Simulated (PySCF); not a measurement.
Structure elucidation problem

Molecular formula: C₆H₈O₂. Simulated spectra:

$^{1}$H NMR (500 MHz, computed): δ 5.96 (s, 1H), 5.75 (s, 1H), 4.28 (s, 3H), 3.48 (s, 3H).

$^{13}$C{$^{1}$H} NMR (computed): δ 158.8 (C), 116.6 (CH), 102.8 (C), 84.1 (CH), 62.4 (CH3), 56.9 (CH3).

- GFN2-xTB geometry
- shielding tensors at PBE0/pcSseg-1 (GIAO)
- code: PySCF
- non-relativistic, a single conformation, isolated molecule, one averaged value for each set of equivalent atoms

Referencing at the same level of theory: $^{1}$H, $^{13}$C against TMS.

What is the structure?

Answers


- Rings plus π bonds: 3 (1 ring in the answer).
- 6 carbon signals for 6 carbons: no two carbons are equivalent.
- Carbon types of the structure: 2 × C, 2 × CH, 2 × CH3, which accounts for all hydrogens.
- δC 158.8, 116.6: alkene carbon bearing oxygen.
- δC 102.8, 84.1: β carbon of an enol-ether or enamine type C=C; the O or N lone pair pushes π density onto this β carbon and shields it.
- δC 62.4, 56.9: methyl carbon bonded to O; deshielded by the electronegative neighbour.
- δH 5.96: hydrogen on an alkene carbon bearing oxygen; a vinylic proton, deshielded by the sp2 carbon and the C=C anisotropy.
- δH 5.75: hydrogen on a β carbon of an enol-ether or enamine type C=C; olefinic region.
- δH 4.28, 3.48: hydrogen on a methyl carbon bonded to O; its carbon carries O, an electronegative neighbour.

These data were computed for SMILES CO/C=C1C=C/1OC.

This is the structure that produced the data.

Shifts are as computed. Against solution values, carbons near 30 ppm lie about +3 ppm off and those near 130 ppm about +5 ppm. Of 1211 compounds with measured shifts, 218 miss one by over three times the rms of a fit or turn the order of signals round; such compounds aren't used in these exercises. Multiplicities follow the n + 1 count of equivalent neighbours, as no J values were calculated; m marks all less simple cases, F and P coupling included.
